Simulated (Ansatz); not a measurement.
The molecule YC, multiplicity 4 (lowest of 2S+1 = 2, 4, 6 at CCSD(T)/def2-TZVPP on PBE0 minima; our sources give no spin for the ground state, which may be another). No spin–orbit coupling. The T1 diagnostic near the minimum is 0.050, so single-reference values are doubtful.

The constants come from a fifth-degree fit in 1/R (seven points, main isotopes). Runs in def2 and cc sets follow the lowest solution found near the PBE0 minimum.

The values were computed with Ansatz (an electronic-structure program) with Gaussian orbitals. Each number belongs to the level named beside it. In def2 rows elements past Kr take small-core potentials, without spin–orbit coupling.

```tsv
level	r_e (Å)	ω_e (cm⁻¹)	B_e (cm⁻¹)	α_e (cm⁻¹)	dipole (D)
SVWN5/def2-TZVPP	1.997	729	0.400	0.0020	4.48
PBE/def2-TZVPP	2.015	710	0.393	0.0021	4.43
r2SCAN/def2-TZVPP	2.011	724	0.394	0.0020	4.59
B97M-V/def2-TZVPP	2.020	715	0.391	0.0019	4.72
B3LYP/def2-TZVPP	2.016	718	0.392	0.0020	4.80
PBE0/def2-TZVPP	1.999	741	0.399	0.0019	4.68
CAM-B3LYP/def2-TZVPP	2.003	741	0.397	0.0019	5.02
```
